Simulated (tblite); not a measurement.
C7H9 (doublet state).
Atom-mapped SMILES: `[CH3:1]/[CH:2]=[C:3]/[CH2:4][C:5]1=[CH:6][CH2:7]1` (hydrogens: H8, H9, H10 on C1; H11 on C2; H12, H13 on C4; H14 on C6; H15, H16 on C7)
Bond orders are those of one Lewis drawing.

Computed with GFN2-xTB (tblite), gas phase: L-BFGS steps from a force-field or distance-geometry start until the largest atomic force falls under 0.01 eV/Å.

Step 97: E = -526.7250 eV
```
atom  x, y, z in Å  |  force x, y, z in eV/Å
C1      2.9220    0.5603    0.4771   -0.001   0.002   0.002
C2      1.6947   -0.0440   -0.1419   -0.031   0.002   0.026
C3      0.7262   -0.6021    0.5158    0.025  -0.015  -0.022
C4     -0.5487   -1.2959    0.3037   -0.010   0.000   0.000
C5     -1.6949   -0.3734    0.3397    0.006   0.017   0.003
C6     -2.8435    0.0112    0.8113   -0.007   0.006  -0.003
C7     -2.2549    0.8813   -0.2645    0.010   0.000  -0.006
H8      2.8340    0.5823    1.5596    0.005  -0.003   0.004
H9      3.0698    1.5752    0.1111   -0.011   0.003   0.001
H10     3.8022   -0.0249    0.2089   -0.012   0.008  -0.013
H11     1.6826    0.0188   -1.2389    0.008  -0.004   0.004
H12    -0.5313   -1.7949   -0.6794    0.003  -0.005  -0.005
H13    -0.6844   -2.0717    1.0668   -0.001  -0.008   0.003
H14    -3.6787   -0.1130    1.4544    0.007   0.001   0.011
H15    -2.6750    0.8557   -1.2658    0.011   0.001   0.000
H16    -1.8278    1.8439   -0.0021   -0.002  -0.005  -0.005
```

Step 98: E = -526.7252 eV
```
atom  x, y, z in Å  |  force x, y, z in eV/Å
C1      2.9236    0.5580    0.4776    0.005  -0.003  -0.007
C2      1.6909   -0.0362   -0.1399   -0.051   0.002   0.046
C3      0.7283   -0.6037    0.5186    0.031  -0.010  -0.030
C4     -0.5475   -1.2960    0.3072   -0.016   0.005   0.000
C5     -1.6931   -0.3728    0.3406    0.003   0.016   0.004
C6     -2.8426    0.0117    0.8100   -0.009   0.007  -0.001
C7     -2.2549    0.8782   -0.2693    0.007   0.000  -0.003
H8      2.8430    0.5699    1.5608    0.004  -0.002   0.003
H9      3.0752    1.5749    0.1193   -0.015   0.006   0.004
H10     3.7975   -0.0303    0.1970    0.007   0.009  -0.006
H11     1.6702    0.0418   -1.2354    0.006  -0.005  -0.006
H12    -0.5301   -1.7962   -0.6749    0.005  -0.011  -0.010
H13    -0.6858   -2.0698    1.0713    0.003  -0.016   0.008
H14    -3.6777   -0.1105    1.4539    0.010   0.001   0.008
H15    -2.6744    0.8470   -1.2706    0.011   0.004  -0.001
H16    -1.8301    1.8427   -0.0102    0.000  -0.003  -0.009
```

**Question.** Estimate the geometry and energy of step 99. (The exact step hangs on the optimiser's Hessian estimate; all steps are aligned on step 98, rigid shifts and turns removed.)

**Answer.** E = -526.7255 eV, largest force 0.069 eV/Å
```
atom  x, y, z in Å  |  force x, y, z in eV/Å
C1      2.9263    0.5542    0.4782    0.009  -0.002  -0.013
C2      1.6851   -0.0242   -0.1372   -0.058  -0.001   0.037
C3      0.7313   -0.6066    0.5214    0.032  -0.002  -0.037
C4     -0.5464   -1.2960    0.3125   -0.015   0.002   0.000
C5     -1.6906   -0.3712    0.3421   -0.002   0.005   0.006
C6     -2.8417    0.0129    0.8082   -0.007   0.008  -0.001
C7     -2.2552    0.8738   -0.2764    0.003   0.000   0.001
H8      2.8559    0.5507    1.5623    0.007  -0.003  -0.006
H9      3.0833    1.5750    0.1329   -0.022   0.001   0.007
H10     3.7916   -0.0374    0.1793    0.020   0.012   0.004
H11     1.6525    0.0763   -1.2312    0.000  -0.006   0.014
H12    -0.5292   -1.7995   -0.6677    0.005  -0.013  -0.011
H13    -0.6875   -2.0671    1.0789    0.007  -0.016   0.010
H14    -3.6762   -0.1073    1.4534    0.012   0.003   0.005
H15    -2.6733    0.8343   -1.2779    0.007   0.008  -0.003
H16    -1.8335    1.8410   -0.0230    0.003   0.003  -0.011
```

The energy changes by -0.0003 eV. The first-order estimate −F·Δx gives -0.0004 eV and the mean of the old and new forces, exact on a quadratic surface, -0.0003 eV. The step makes an angle of 86° with the force vector and moves no atom by more than 0.039 Å.

The cost below is that of the whole relaxation. On AMD EPYC, one thread, no GPU, on a shared host, this took 2.4 s wall.
